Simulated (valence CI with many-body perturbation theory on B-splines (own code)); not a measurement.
# Si⁹⁺: calculated level list

Computed by configuration interaction combined with many-body perturbation theory (CI+MBPT): three valence electrons over a frozen Dirac-Fock core [He], a basis of 11 s, 11 p, 10 d, 8 f, 5 g, 2 h functions for each j, with the one-electron correlation potential Σ1, the two-electron term Σ2, the three-electron term Σ3, Breit, model QED; selected CI, second order for the rest, scaled by the run's own slope (own B-spline code, finite nucleus).

No measured spectrum was set against this ion. As an estimate, levels of excited configurations hold to 0.05 to 0.15 % of their energy, terms of the ground configuration to about 0.5 %.

Levels 181 to 196 of 196, with energies above the lowest level, 2s2 2p 2P°_1/2. "Leading %" is the weight of the configuration and term that name the level; weights of strongly mixed levels are sums over their largest components and can fall short. In the jj column 3d3/2^4 stands for four electrons in 3d with j = 3/2. Lifetimes count E1, E2, E3, M1 and M2 decay at the calculated energies, and are blank where another channel may lead or the interval is too uncertain; long ones can be off by a factor of two.

| No. | Configuration | Term | J | E (cm⁻¹) | Leading % | g | Lifetime | Leading jj |
| --- | --- | --- | --- | --- | --- | --- | --- | --- |
| 181 | 2s 2p 4f | 2G | 9/2 | 2728300 | 91 | 1.118 | 7.49 ps | 2s 2p3/2 4f5/2 (75 %) |
| 182 | 2s 2p 4f | 4D | 3/2 | 2729200 | 89 | 1.135 | 6.59 ps | 2s 2p3/2 4f5/2 (91 %) |
| 183 | 2s 2p 4f | 4D | 1/2 | 2729800 | 99 | -0.001 | 6.59 ps | 2s 2p3/2 4f5/2 (99 %) |
| 184 | 2s 2p 4f | 2D | 5/2 | 2730100 | 66 | 1.189 | 6.63 ps | 2s 2p3/2 4f7/2 (85 %) |
| 185 | 2s 2p 4f | 2D | 3/2 | 2731700 | 92 | 0.818 | 6.72 ps | 2s 2p3/2 4f7/2 (94 %) |
| 186 | 2s2 5s | 2S | 1/2 | 2759100 | 92 | 2.002 | 12.7 ps | 2s^2 5s (92 %) |
| 187 | 2s2 5p | 2P° | 1/2 | 2775900 | 92 | 0.666 | 30.1 ps | 2s^2 5p1/2 (92 %) |
| 188 | 2s2 5p | 2P° | 3/2 | 2776300 | 92 | 1.334 | 30.6 ps | 2s^2 5p3/2 (92 %) |
| 189 | 2s2 5d | 2D | 3/2 | 2789900 | 94 | 0.799 | 4.82 ps | 2s^2 5d3/2 (94 %) |
| 190 | 2s2 5d | 2D | 5/2 | 2790000 | 94 | 1.200 | 4.82 ps | 2s^2 5d5/2 (94 %) |
| 191 | 2s2 5g | 2G | 7/2 | 2796700 | 93 | 0.889 | 23.6 ps | 2s^2 5g7/2 (93 %) |
| 192 | 2s2 5g | 2G | 9/2 | 2796700 | 93 | 1.111 | 23.6 ps | 2s^2 5g9/2 (93 %) |
| 193 | 2s2 5f | 2F° | 5/2 | 2796900 | 94 | 0.857 | 12.6 ps | 2s^2 5f5/2 (94 %) |
| 194 | 2s2 5f | 2F° | 7/2 | 2797000 | 94 | 1.143 | 12.6 ps | 2s^2 5f7/2 (94 %) |
| 195 | 2s 2p 4s | 2P° | 1/2 | 2808000 | 96 | 0.665 | 10.6 ps | 2s 2p3/2 4s (65 %) |
| 196 | 2s 2p 4s | 2P° | 3/2 | 2808100 | 96 | 1.334 | 10.7 ps | 2s 2p3/2 4s (66 %) |

Names give the largest LS component (configuration and term), which can be under half, so a name can repeat, a term be missing and a line seem to break the LS rules; names also repeat where a configuration has a term twice.
